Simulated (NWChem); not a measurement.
System: C$_{3}$H$_{6}$OS; SMILES C(=O)SCC

Excerpt of the output:

```
             Northwest Computational Chemistry Package (NWChem) 7.3.0
             --------------------------------------------------------

                             Geometry "geometry" -> ""
                             -------------------------

 Output coordinates in angstroms (scale by  1.889725989 to convert to a.u.)

  No.       Tag          Charge          X              Y              Z
 ---- ---------------- ---------- -------------- -------------- --------------
    1 C                    6.0000     0.76323100     1.86113900    -0.43464500
    2 C                    6.0000     0.01125100     1.10307000     0.65700300
    3 S                   16.0000    -1.11555000    -0.19806100     0.00188400
    4 C                    6.0000     0.05463600    -1.52392500    -0.21782900
    5 O                    8.0000     1.23569800    -1.47371200     0.03574300
    6 H                    1.0000     1.39545700     2.63411900     0.01940100
    7 H                    1.0000     1.40894300     1.18256300    -0.99872400
    8 H                    1.0000     0.07457800     2.34868800    -1.13197800
    9 H                    1.0000    -0.62963300     1.76570600     1.24565800
   10 H                    1.0000     0.70423000     0.59673200     1.33392600
   11 H                    1.0000    -0.44395000    -2.42613000    -0.61951100

 Effective nuclear repulsion energy (a.u.)     222.0292863347

                              NWChem Property Module
                              ----------------------

  itol2e modified to match energy
  convergence criterion.

                                 NWChem DFT Module
                                 -----------------

 Summary of "ao basis" -> "ao basis" (spherical)
 ------------------------------------------------------------------------------
       Tag                 Description            Shells   Functions and Types
 ---------------- ------------------------------  ------  ---------------------
 C                           6-31g*                  6       14   3s2p1d
 S                           6-31g*                  8       18   4s3p1d
 O                           6-31g*                  6       14   3s2p1d
 H                           6-31g*                  2        2   2s

  itol2e modified to match energy
  convergence criterion.

            General Information
            -------------------
          SCF calculation type: DFT
          Wavefunction type:  closed shell.
          No. of atoms     :    11
          No. of electrons :    48
           Alpha electrons :    24
            Beta electrons :    24
          Charge           :     0
          Spin multiplicity:     1
          Use of symmetry is: off; symmetry adaption is: off
          Maximum number of iterations: 150
          AO basis - number of functions:    86
                     number of shells:    44
          Convergence on energy requested:  1.00D-07
          Convergence on density requested:  1.00D-05
          Convergence on gradient requested:  5.00D-04

              XC Information
              --------------
                         B3LYP Method XC Potential
                     Hartree-Fock (Exact) Exchange  0.200
                        Slater Exchange Functional  0.800 local
                    Becke 1988 Exchange Functional  0.720 non-local
              Lee-Yang-Parr Correlation Functional  0.810
                  VWN I RPA Correlation Functional  0.190 local

[...]

          -----------------------
          Electric field gradient
          -----------------------

 1 a.u. = 0.324123 10**(16) esu/cm**3  ( or statvolts/cm**2 ) = 0.97174 10**(22) v/m**2

 ------------------------------------------------------------
   Atom      X         Y         Z
 ------------------------------------------------------------
    1 C    1.44230   3.51704  -0.82136
 ------------------------------------------------------------

 Electric field gradient in molecular frame (a.u.)
         XX             YY             ZZ             XY             XZ             YZ
 ------------------------------------------------------------------------------------------
        0.012161       0.008613      -0.020774      -0.047211       0.037737       0.049786

 Principal components (a.u.) and orientation
 of principal axis w.r.t. absolute frame                      Asymmetry parameter eta
 --------------------------------------------------------------------------------------
       -0.091530       0.058997       0.032533                       0.289139

        0.496690       0.621884       0.605441
        0.562686      -0.761839       0.320913
       -0.660820      -0.181279       0.728324

 ------------------------------------------------------------
   Atom      X         Y         Z
 ------------------------------------------------------------
    2 C    0.02126   2.08450   1.24156
 ------------------------------------------------------------

 Electric field gradient in molecular frame (a.u.)
         XX             YY             ZZ             XY             XZ             YZ
 ------------------------------------------------------------------------------------------
       -0.005557      -0.062382       0.067939      -0.197850      -0.072274      -0.115263

 Principal components (a.u.) and orientation
 of principal axis w.r.t. absolute frame                      Asymmetry parameter eta
 --------------------------------------------------------------------------------------
       -0.285172       0.173083       0.112089                       0.213884

        0.599300       0.640659      -0.479995
        0.716706      -0.696507      -0.034794
        0.356611       0.323163       0.876581

 ------------------------------------------------------------
   Atom      X         Y         Z
 ------------------------------------------------------------
    3 S   -2.10808  -0.37428   0.00356
 ------------------------------------------------------------

 Electric field gradient in molecular frame (a.u.)
         XX             YY             ZZ             XY             XZ             YZ
 ------------------------------------------------------------------------------------------
       -0.029643      -1.459970       1.489614       0.117652      -0.343929      -1.133559

 Principal components (a.u.) and orientation
 of principal axis w.r.t. absolute frame                      Asymmetry parameter eta
 --------------------------------------------------------------------------------------
        1.941937      -1.845278      -0.096660                       0.900450

       -0.181311      -0.000397       0.983426
       -0.316524       0.946811      -0.057974
        0.931096       0.321789       0.171794

 ------------------------------------------------------------
   Atom      X         Y         Z
 ------------------------------------------------------------
    4 C    0.10325  -2.87980  -0.41164
 ------------------------------------------------------------

 Electric field gradient in molecular frame (a.u.)
         XX             YY             ZZ             XY             XZ             YZ
 ------------------------------------------------------------------------------------------
        0.184150       0.116312      -0.300463       0.060274       0.131728       0.185364

 Principal components (a.u.) and orientation
 of principal axis w.r.t. absolute frame                      Asymmetry parameter eta
 --------------------------------------------------------------------------------------
       -0.389598       0.296602       0.092996                       0.522607

       -0.180045       0.724247      -0.665621
       -0.319426       0.596959       0.735939
        0.930350       0.345119       0.123864

 ------------------------------------------------------------
   Atom      X         Y         Z
 ------------------------------------------------------------
    5 O    2.33513  -2.78491   0.06754
 ------------------------------------------------------------

 Electric field gradient in molecular frame (a.u.)
         XX             YY             ZZ             XY             XZ             YZ
 ------------------------------------------------------------------------------------------
       -0.622480       1.378847      -0.756368      -0.155204       0.021181       0.743287

 Principal components (a.u.) and orientation
 of principal axis w.r.t. absolute frame                      Asymmetry parameter eta
 --------------------------------------------------------------------------------------
        1.621071      -1.001600      -0.619470                       0.235727

       -0.063099      -0.176690       0.982242
        0.952699      -0.303844       0.006544
        0.297292       0.936194       0.187505

 ------------------------------------------------------------
   Atom      X         Y         Z
 ------------------------------------------------------------
    6 H    2.63703   4.97776   0.03666
 ------------------------------------------------------------

 Electric field gradient in molecular frame (a.u.)
         XX             YY             ZZ             XY             XZ             YZ
 ------------------------------------------------------------------------------------------
        0.003295      -0.068655       0.065360      -0.176440      -0.101120      -0.124565

[...]
```

Level: B3LYP/6-31G* (spherical d). Structure relaxed at the B3LYP/6-31G* (spherical d) level. B3LYP is NWChem's, with the RPA form of VWN correlation. NWChem prints the field gradient with the sign opposite to the second derivative of the potential.

Problem. Reconstruct the input file.

Solution. One answer among several that fit: the input that was run:
```
start job
memory heap 200 mb stack 900 mb global 1100 mb
geometry units angstroms noautosym nocenter noautoz
  C      0.763231     1.861139    -0.434645
  C      0.011251     1.103070     0.657003
  S     -1.115550    -0.198061     0.001884
  C      0.054636    -1.523925    -0.217829
  O      1.235698    -1.473712     0.035743
  H      1.395457     2.634119     0.019401
  H      1.408943     1.182563    -0.998724
  H      0.074578     2.348688    -1.131978
  H     -0.629633     1.765706     1.245658
  H      0.704230     0.596732     1.333926
  H     -0.443950    -2.426130    -0.619511
end
basis spherical
  C library 6-31g*
  S library 6-31g*
  O library 6-31g*
  H library 6-31g*
end
dft
  xc b3lyp
  iterations 150
end
property
  efieldgrad
end
task dft property
```
